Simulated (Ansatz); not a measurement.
`N[BH][SnH]([F])[Cl]`. Charge 0, multiplicity 1. Sn takes the def2 core potential.

```xyz
9

N     1.4776   -0.6736   -0.3213
B     0.9550    0.4828    0.2071
Sn   -1.2788    0.3715    0.3973
F    -1.4986   -1.4446   -0.2649
Cl   -2.3602    1.6786   -1.2042
H     2.4612   -0.8023   -0.5024
H     0.9028   -1.4640   -0.5779
H     1.6325    1.4169    0.5023
H    -2.2915    0.4345    1.7640
```

(1) What are the harmonic wavenumbers in cm⁻¹ at PBE0-D4/def2-TZVP (Ansatz, finite differences of forces, unscaled)? (Best estimate.)

(2) Is this a minimum?

(3) Give the ideal-gas thermochemistry at 298.15 K and 1 bar (rigid rotor, harmonic oscillator; point group C1, symmetry number 1).

(4) And at 400, 500, 600, 800 and 1000 K?

## Answers

(1) Computed: 62, 95, 131, 167, 266, 368, 493, 518, 568, 588, 597, 723, 873, 915, 1133, 1370, 1642, 1958, 2664, 3566, 3665.

(2) Yes, all 21 modes are real.

(3) Zero-point energy 133.8 kJ/mol; H(298) − E = 156.4 kJ/mol; entropy 375.1 J/(mol·K), of which translation 175.1, rotation 118.7, vibration 81.4; G(298) − E = 44.6 kJ/mol. Modes under 100 cm⁻¹ are hindered rotations or soft bends, so the harmonic entropy is rough.

(4) 
| T (K) | H − E (kJ/mol) | S (J/mol/K) | G − E (kJ/mol) |
| --- | --- | --- | --- |
| 400 | 168.7 | 410.5 | 4.5 |
| 500 | 182.2 | 440.6 | -38.1 |
| 600 | 196.7 | 467.0 | -83.5 |
| 800 | 228.0 | 511.9 | -181.5 |
| 1000 | 261.5 | 549.3 | -287.8 |
